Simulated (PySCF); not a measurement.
Spin-rotation constants: SMILES C#CC1=C(Cl)C=CC1, C7H5Cl

Molfile (atoms numbered from 1):
```
C7H5Cl
     RDKit          3D

 13 13  0  0  0  0  0  0  0  0999 V2000
    3.0397   -0.1826   -0.4821 C   0  0  0  0  0  0  0  0  0  0  0  0
    1.8563   -0.0660   -0.3019 C   0  0  0  0  0  0  0  0  0  0  0  0
    0.4803    0.0615   -0.0922 C   0  0  0  0  0  0  0  0  0  0  0  0
   -0.2806    1.1823   -0.1717 C   0  0  0  0  0  0  0  0  0  0  0  0
    0.2642    2.7595   -0.5592 Cl  0  0  0  0  0  0  0  0  0  0  0  0
   -1.6590    0.8671    0.1186 C   0  0  0  0  0  0  0  0  0  0  0  0
   -1.7589   -0.4444    0.3784 C   0  0  0  0  0  0  0  0  0  0  0  0
   -0.4170   -1.0876    0.2711 C   0  0  0  0  0  0  0  0  0  0  0  0
    4.0718   -0.2778   -0.6403 H   0  0  0  0  0  0  0  0  0  0  0  0
   -2.4460    1.5977    0.1164 H   0  0  0  0  0  0  0  0  0  0  0  0
   -2.6492   -0.9905    0.6300 H   0  0  0  0  0  0  0  0  0  0  0  0
   -0.1094   -1.5530    1.2100 H   0  0  0  0  0  0  0  0  0  0  0  0
   -0.3967   -1.8657   -0.4949 H   0  0  0  0  0  0  0  0  0  0  0  0
  1  2  3  0
  2  3  1  0
  3  4  2  0
  4  5  1  0
  4  6  1  0
  6  7  2  0
  7  8  1  0
  8  3  1  0
  1  9  1  0
  6 10  1  0
  7 11  1  0
  8 12  1  0
  8 13  1  0
M  END
```

Theory: GIAO PBE0/pcSseg-1 magnetisability, rotational g tensor and spin-rotation constants, non-relativistic, gas phase (PySCF). Geometry: GFN2-xTB.

(1) Give the nuclear spin-rotation constants along the inertial axes (H = +C I·J) beside the isotropic shieldings.

(2) How do the rotational constants and the g tensor change when H9, H10, H11, H12, H13 are replaced by deuterium?

Results:

(1) Rotational constants 2.0063, 1.9069, 0.9836 GHz. A star marks the isotopologue with that one atom substituted, in its own axes.
```
atom  isotope  Caa (kHz)  Cbb (kHz)  Ccc (kHz)  mean (kHz)  σ (ppm)
 Cl5     35Cl      0.725      0.290      0.207       0.407    739.0
  H9       1H      0.094     -0.221     -0.113      -0.080     28.4
 H10       1H      0.067     -0.052     -0.115      -0.034     25.1
 H11       1H      0.084     -0.069     -0.114      -0.033     25.1
 H12       1H     -0.209     -0.086     -0.024      -0.107     28.4
 H13       1H     -0.209     -0.088     -0.024      -0.107     28.4
  C1     13C*      0.304      0.559      0.330       0.398     88.9
  C2     13C*     -0.031      0.706      0.355       0.343    104.7
  C3     13C*      0.866      0.658      0.151       0.558     58.5
  C4     13C*      0.831      0.808      0.209       0.616     31.8
  C6     13C*      0.980      0.629      0.173       0.594     43.9
  C7     13C*      1.001      0.672      0.134       0.602     44.4
  C8     13C*      0.349      0.406      0.177       0.310    137.2
```
For the geometry as given, no vibrational averaging.

(2) Constants 1.8638, 1.6955, 0.8976 GHz; g -0.0218, -0.0173, 0.0043, against -0.0233, -0.0194, 0.0048 before.
